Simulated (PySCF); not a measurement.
**Radial density of N(3+) (nitrogen, charge +3)**

UHF, [He] 2s2, closed-shell 1S. All numbers are calculated (PySCF 2.14, scalar relativity by spin-free X2C-1e, in x2c-TZVPall).

```csv
r (bohr),4πr²ρ (e/bohr)
0.00322,0.02747
0.00542,0.07505
0.00911,0.1989
0.0153,0.5120
0.0258,1.244
0.0433,2.745
0.0729,5.133
0.123,7.289
0.206,6.530
0.347,2.816
0.584,1.416
0.982,1.981
1.65,0.6646
2.78,0.02390
```

Densities and radii are taken from the X2C orbitals without a picture-change correction, which distorts them close to the nucleus.
